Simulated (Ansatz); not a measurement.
This triplet is an excited state, 1.47 eV above the relaxed singlet at the level frozen-core CCSD(T)/cc-pVTZ // PBE0-D3(BJ)/def2-TZVP (Ansatz, a quantum-chemistry and plane-wave program).

A geometry relaxed with PBE0-D3(BJ)/def2-TZVP (Ansatz), charge 0, multiplicity 3:

```xyz
7

Si     0.1731    -0.7999    -0.7539
H      1.2451     0.7823     0.7056
N      1.4199     0.0600     0.0249
O     -1.3819     0.7569     0.7400
H     -2.3968    -0.5588    -0.4712
H      2.3958    -0.1044    -0.1499
C     -1.4553    -0.1360    -0.0956
```

Question: Write the SMILES of this molecule.

Answer: `N[Si]C=O`
